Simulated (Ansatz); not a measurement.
Geometry optimisation, Ansatz, DFT PBEsol, scalar-relativistic, plane waves, PAW.

Input file:

```yaml
crystal:
  lattice:
    - [-2.29, -3.966396, 0.0]
    - [3.435, -1.983198, 0.0]
    - [0.0, 0.0, 7.17686]
  atoms:
    - { symbol: Be, position: [0.75, 0.5, 0.0] }
    - { symbol: Be, position: [0.5, 0.3333333, 0.25] }
    - { symbol: Be, position: [0.75, 0.5, 0.5] }
    - { symbol: Be, position: [0.5, 0.3333333, 0.75] }
    - { symbol: Be, position: [0.5, 0.0, 0.0] }
    - { symbol: Be, position: [0.25, 0.8333333, 0.25] }
    - { symbol: Be, position: [0.5, 0.0, 0.5] }
    - { symbol: Be, position: [0.25, 0.8333333, 0.75] }
    - { symbol: Be, position: [0.25, 0.5, 0.0] }
    - { symbol: Be, position: [0.0, 0.3333333, 0.25] }
    - { symbol: Be, position: [0.25, 0.5, 0.5] }
    - { symbol: Be, position: [0.0, 0.3333333, 0.75] }
    - { symbol: Be, position: [0.0, 0.0, 0.0] }
    - { symbol: Be, position: [0.75, 0.8333333, 0.25] }
    - { symbol: Be, position: [0.0, 0.0, 0.5] }
    - { symbol: Be, position: [0.75, 0.8333333, 0.75] }
    - { symbol: F, position: [0.250122, 0.1710659, 0.621863] }
basis:
  ecutwfc: 420.0
kpoints:
  mp_grid: { grid: [5, 6, 4] }
hamiltonian:
  xc: pbesol
scf:
  occupations: { method: gaussian, width: 0.15 }
  lower_state_search: "off"
relax:
  f_tol: 0.03
  max_steps: 60
  adjacent_minimum: "off"
```

Command:

```bash
$ ansatz run input.yaml --threads 2 --pin off --max-ram 5120MiB --backend cpu --events-out ev --progress --plain --runs-dir out
```

Problem. Where does it end, and by what steps?

Solution. It converged. Limits of this set-up: coarse k mesh, odd electron count without spin. After 12 steps the energy has fallen by 2.861 eV; F17 moved furthest, 0.58 Å. Parted: Be12–F17, Be15–F17.

| step | energy less start (eV) | largest force component (eV/Å) | accepted |
| --- | --- | --- | --- |
| 0 | 0.0000 | 3.162 | yes |
| 1 | -1.4120 | 1.834 | yes |
| 2 | -2.3195 | 0.199 | yes |
| 3 | -2.3388 | 0.051 | yes |
| 4 | -2.3420 | 0.085 | yes |
| 5 | -2.3436 | 0.098 | yes |
| 6 | -2.3631 | 0.379 | yes |
| 7 | -2.4791 | 0.455 | yes |
| 8 | -2.6393 | 0.644 | yes |
| 9 | -2.8314 | 0.277 | yes |
| 10 | -2.8538 | 0.069 | yes |
| 11 | -2.8569 | 0.066 | yes |
| 12 | -2.8608 | 0.008 | yes |

```xyz
17
Lattice="-2.2900 -3.9664 0.0000 3.4350 -1.9832 0.0000 0.0000 0.0000 7.1769" Properties=species:S:1:pos:R:3
Be 0.017 -3.975 0.071
Be 0.009 -2.652 1.810
Be -0.028 -4.086 3.568
Be 0.313 -2.848 5.559
Be -1.154 -1.982 -0.017
Be 2.332 -2.589 1.758
Be -1.478 -1.814 3.408
Be 2.333 -2.507 5.466
Be 1.174 -1.921 0.033
Be 1.143 -0.625 1.766
Be 1.244 -1.877 3.504
Be 1.223 -0.489 5.498
Be 0.036 0.014 0.025
Be 1.132 -4.620 1.720
Be 0.113 0.153 3.469
Be 1.056 -4.713 5.400
F -0.291 -1.820 4.486
```

Whether the end is a true minimum wasn't checked by a vibrational analysis.

Time of the run: 2.2 min on 2 threads of Arm Neoverse V1, on a shared host, peak memory 0.51 GiB.
